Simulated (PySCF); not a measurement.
C4H5Br, SMILES C=C=C(C)Br.

The structure is a stationary point at B3LYP-D3(BJ)/def2-SVP.

These are PBE/def2-TZVP (PySCF) values and carry that method's errors.

Symmetry labels are those of the subgroup Cs that the program uses (full group Cs).

Computed valence orbital energies around the gap with their symmetry:
```tsv
orbital	symmetry	energy (eV)
HOMO−7	A"	-11.15
HOMO−6	A'	-10.75
HOMO−5	A"	-10.47
HOMO−4	A'	-9.35
HOMO−3	A"	-7.72
HOMO−2	A'	-7.11
HOMO−1	A'	-6.69
HOMO	A"	-5.93
LUMO	A'	-2.02
LUMO+1	A"	-0.85
LUMO+2	A'	0.27
LUMO+3	A'	0.74
```
